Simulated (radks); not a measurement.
All-electron atom: Yb LVIII in [Ne] 3s2 3p1. Method: Dirac Kohn-Sham, PBE, spin-unpolarised, spherical densities, point nucleus; open shells are shared between the two j in proportion to 2j + 1; computed with a radial shooting solver on a logarithmic mesh with Libxc functionals. Some entries of the table are withheld. Estimate them.

orbital,occ.,eigenvalue (hartree),<r^2> (bohr^2)
1s1/2,2,(1),0.0005291
2s1/2,2,-539.1301,0.007908
2p1/2,2,-523.7755,0.005664
2p3/2,4,-484.1219,0.006797
3s1/2,2,-219.1002,0.04434
3p1/2,0.333333,-213.5980,(2)
3p3/2,0.666667,-203.0411,(3)
3d3/2,0,-195.8411,(4)
3d5/2,0,-193.2965,(5)
4s1/2,0,-117.4401,(6)

Answer. 
(1) 1s1/2 eigenvalue (hartree): -2414.991
(2) 3p1/2 <r^2> (bohr^2): 0.03978
(3) 3p3/2 <r^2> (bohr^2): 0.04429
(4) 3d3/2 <r^2> (bohr^2): 0.03243
(5) 3d5/2 <r^2> (bohr^2): 0.03363
(6) 4s1/2 <r^2> (bohr^2): 0.1504
